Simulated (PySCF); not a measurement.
## `OC(=O)C1=C(Br)C12CC2`, C$_{6}$H$_{5}$BrO$_{2}$

Cartesian coordinates in Å; atom numbers follow the order of the lines, from 1:
```xyz
14

O     2.2629   -1.3982   -0.6730
C     2.0485   -0.5280    0.1331
O     2.9955   -0.0295    0.9472
C     0.7701    0.1055    0.3528
C     0.0164    0.9778    1.0065
Br   -0.1129    2.2674    2.3038
C    -0.6825    0.1991   -0.0266
C    -1.5304    0.3991   -1.2176
C    -1.8662   -0.6676   -0.1849
H     3.8424   -0.4715    0.7789
H    -2.1598    1.2757   -1.2673
H    -1.1530    0.0769   -2.1764
H    -2.7204   -0.5060    0.4564
H    -1.7113   -1.7012   -0.4552
```

Method used: PySCF, quadratic response PBE0/def2-SVPD first hyperpolarisability, Taylor convention, gas phase. Geometry: GFN2-xTB.

The calculation is non-relativistic, which matters for the atoms heavier than Zn.

Q: Give β for the processes computed.

A: In au, Taylor convention; the vector part is βᵢ = ⅓ Σⱼ (βᵢⱼⱼ + βⱼᵢⱼ + βⱼⱼᵢ); β∥ is 3/5 of the vector part along the dipole, the dipole points from − to +:
| process | λ (nm) | β vector norm | β∥ | β HRS | depolarisation ratio |
| --- | --- | --- | --- | --- | --- |
| static β(0;0,0) | ∞ | 453.4 | 108.7 | 214.2 | 3.53 |
| second harmonic β(−2ω;ω,ω) | 1907 | 519.5 | 132.6 | 241.8 | 3.66 |
| Pockels β(−ω;ω,0) | 1907 | 473.9 | 116.1 | – | – |
| second harmonic β(−2ω;ω,ω) | 1064 | 733.3 | 210.2 | 331.3 | 3.91 |
| Pockels β(−ω;ω,0) | 1064 | 524.7 | 134.4 | – | – |

Q: Which lowest excitations, dipole and polarisabilities go with it?

A: S1 4.22 eV (f = 0.175); S2 4.48 eV (f = 0.000); S3 5.19 eV (f = 0.000); dipole 1.58 D; isotropic α 101.9 au static, 102.4 au at 1907 nm, 103.4 au at 1064 nm, 103.8 au at 953.5 nm, 108.8 au at 532 nm.
